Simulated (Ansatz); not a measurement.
C₂H₇B₂FO, 13 atoms. Charge 0, multiplicity 1. The bonds changed during the relaxation, so this is another structure than the one it started from. All runs use 4 threads of a server CPU on a shared host. Correlated methods freeze the cores.

Task: How many basis functions does each run have, and how long does it take in Ansatz? RKS HSE06 (plane-wave form)-D4/def2-TZVPP energy; RHF-MP2/def2-QZVPP energy; RKS PBE0-D4/def2-TZVP relaxation (9 steps); RKS r2SCAN0-D4/def2-TZVPP energy; RKS ωB97M-V/def2-QZVPP energy; RKS PBE0-D4/def2-QZVPP energy; RKS ωB97M-V/def2-SVP energy; RKS r2SCAN-D4/def2-TZVPP energy and forces; RHF-CCSD(T)/def2-SVP energy; direct RPA on PBE orbitals/def2-TZVPP energy; RKS PBE0-D4/def2-TZVP frequencies; RHF-CCSD(T)/def2-TZVPP energy. (An estimate is asked.)

Result: Ansatz gave: Other jobs shared the machine, so times are rough.

| level | job | functions | wall time | peak host memory (GiB) |
| --- | --- | --- | --- | --- |
| RKS HSE06 (plane-wave form)-D4/def2-TZVPP | energy | 284 | 4 s | 0.75 |
| RKS ωB97M-V/def2-SVP | energy | 119 | 5 s | 0.36 |
| RKS r2SCAN-D4/def2-TZVPP | energy and forces | 284 | 6 s | 0.41 |
| RKS r2SCAN0-D4/def2-TZVPP | energy | 284 | 6.5 s | 0.73 |
| direct RPA on PBE orbitals/def2-TZVPP | energy | 284 | 8 s | 0.85 |
| RKS PBE0-D4/def2-QZVPP | energy | 552 | 10 s | 2.1 |
| RHF-CCSD(T)/def2-SVP | energy | 119 | 12 s | 0.75 |
| RKS ωB97M-V/def2-QZVPP | energy | 552 | 24 s | 2.6 |
| RHF-MP2/def2-QZVPP | energy | 552 | 36 s | 4.6 |
| RKS PBE0-D4/def2-TZVP | relaxation (9 steps) | 228 | 42 s | 0.63 |
| RKS PBE0-D4/def2-TZVP | frequencies | 228 | 3.8 min | 0.64 |
| RHF-CCSD(T)/def2-TZVPP | energy | 284 | 6.1 min | 9.2 |
